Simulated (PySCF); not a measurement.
Frontier levels across methods

Species: C6H11Cl.
Z-matrix (Å and degrees, PBE0-D3(BJ)/def2-SVP geometry), rows numbered from 1:
```
Cl
C   1  1.8149
C   2  1.5218  1  109.62
C   3  1.5245  2  112.34  1    69.55
C   4  1.5259  3  111.39  2    53.80
C   5  1.5260  4  111.41  3   -55.01
C   2  1.5217  1  109.65  3   123.34
H   2  1.0988  1  104.20  3  -118.32
H   3  1.1006  2  109.71  1   -54.70
H   3  1.1055  2  106.89  1  -170.15
H   4  1.1029  3  108.67  2   -66.94
H   4  1.1015  3  109.82  2   176.75
H   5  1.1018  4  110.30  3  -177.83
H   5  1.1057  4  109.22  3    65.73
H   6  1.1029  5  109.52  4   -65.27
H   6  1.1015  5  110.65  4   177.44
H   7  1.1006  2  109.70  1    54.71
H   7  1.1055  2  106.88  1   170.14
```

Basis pcSseg-1 throughout (PySCF), one geometry. Isolated species at its PBE0-D3(BJ)/def2-SVP geometry (one conformer only).

Q: How do the orbital energies, the gap and the dipole change with the method?

A: 
```json
{"method": "BLYP", "kind": "GGA", "HOMO (eV)": "-6.57", "LUMO (eV)": "0.02", "gap (eV)": "6.59", "μ (D)": "2.02", "SCF cycles": "14"}
{"method": "PBE", "kind": "GGA", "HOMO (eV)": "-6.72", "LUMO (eV)": "-0.12", "gap (eV)": "6.61", "μ (D)": "2.07", "SCF cycles": "14"}
{"method": "LDA", "kind": "LDA", "HOMO (eV)": "-6.83", "LUMO (eV)": "-0.33", "gap (eV)": "6.50", "μ (D)": "2.11", "SCF cycles": "14"}
{"method": "KT3", "kind": "GGA", "HOMO (eV)": "-6.85", "LUMO (eV)": "-0.14", "gap (eV)": "6.71", "μ (D)": "2.06", "SCF cycles": "14"}
{"method": "B97-2", "kind": "global hybrid", "HOMO (eV)": "-7.88", "LUMO (eV)": "0.93", "gap (eV)": "8.80", "μ (D)": "2.19", "SCF cycles": "12"}
{"method": "PBE0", "kind": "global hybrid", "HOMO (eV)": "-8.13", "LUMO (eV)": "0.99", "gap (eV)": "9.12", "μ (D)": "2.19", "SCF cycles": "12"}
{"method": "mPW1PW91", "kind": "global hybrid", "HOMO (eV)": "-8.16", "LUMO (eV)": "0.98", "gap (eV)": "9.14", "μ (D)": "2.20", "SCF cycles": "12"}
{"method": "wB97X-D", "kind": "range-separated hybrid", "HOMO (eV)": "-10.05", "LUMO (eV)": "2.80", "gap (eV)": "12.85", "μ (D)": "2.25", "SCF cycles": "12"}
```

The HOMO spans 3.47 eV, from BLYP down to wB97X-D, and the gap runs from 6.50 eV (LDA) to 12.85 eV (wB97X-D). Over the methods BLYP (0 %), PBE (0 %), LDA (0 %), KT3 (0 %), B97-2 (21 %), PBE0 (25 %), mPW1PW91 (25 %), a straight line through the gap against the share of exact exchange rises by 1.02 eV for each 10 % (correlation coefficient 0.999). The dipole ranges from 2.02 D (BLYP) to 2.25 D (wB97X-D). This basis has no diffuse functions.

The vertical ΔSCF ionisation energy at CAM-B3LYP/def2-SVPD is 10.44 eV; −ε(HOMO) comes closest to it with wB97X-D (10.05 eV).
